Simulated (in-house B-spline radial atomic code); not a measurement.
Orbital energies and mean radii along the 65-electron series, configuration [Kr] 4d10 4f14 5s2 5p3. The effective charge is n√(-2ε), a non-relativistic measure. Computed with an all-electron radial atomic-structure program (B-spline basis): Dirac-Hartree-Fock, average of the configuration, finite nuclei.

| ion | Z | energy of 4f7/2 (Eh) | mean radius of 4f7/2 (bohr) | energy of 4d5/2 (Eh) | mean radius of 4d5/2 (bohr) | energy of 4d3/2 (Eh) | mean radius of 4d3/2 (bohr) | effective charge of 4f7/2 |
| --- | --- | --- | --- | --- | --- | --- | --- | --- |
| W9+ | 74 | -6.967 | 0.5823 | -15.017 | 0.51494 | -15.497 | 0.50386 | 14.931 |
| Re10+ | 75 | -8.2067 | 0.55818 | -16.538 | 0.50293 | -17.056 | 0.49195 | 16.205 |
| Os11+ | 76 | ? | ? | ? | ? | ? | ? | ? |
| Ir12+ | 77 | -10.907 | 0.51699 | -19.804 | 0.48023 | -20.406 | 0.46945 | 18.682 |
| Pt13+ | 78 | ? | ? | ? | ? | ? | ? | ? |
| Au14+ | 79 | -13.891 | 0.48279 | -23.357 | 0.45926 | -24.054 | 0.44863 | 21.083 |
| Hg15+ | 80 | -15.486 | 0.46769 | -25.238 | 0.44938 | -25.987 | 0.43883 | 22.261 |
| Tl16+ | 81 | -17.15 | 0.45369 | -27.189 | 0.43989 | -27.992 | 0.4294 | 23.426 |
| Pb17+ | 82 | -18.881 | 0.44066 | -29.207 | 0.43076 | -30.069 | 0.42033 | 24.58 |

Problem. Fill in the row of Os11+.

Solution. energy of 4f7/2 (Eh): -9.5205; mean radius of 4f7/2 (bohr): 0.53656; energy of 4d5/2 (Eh): -18.134; mean radius of 4d5/2 (bohr): 0.49136; energy of 4d3/2 (Eh): -18.693; mean radius of 4d3/2 (bohr): 0.48048; effective charge of 4f7/2: 17.454.

Problem. Fill in the row of Pt13+.

Solution. energy of 4f7/2 (Eh): -12.364; mean radius of 4f7/2 (bohr): 0.49916; energy of 4d5/2 (Eh): -21.545; mean radius of 4d5/2 (bohr): 0.46953; energy of 4d3/2 (Eh): -22.193; mean radius of 4d3/2 (bohr): 0.45884; effective charge of 4f7/2: 19.891.

Problem. How does the screening of 4f7/2 change?

Solution. Z less the effective charge goes from 59.07 at Z = 74 to 57.42 at Z = 82.
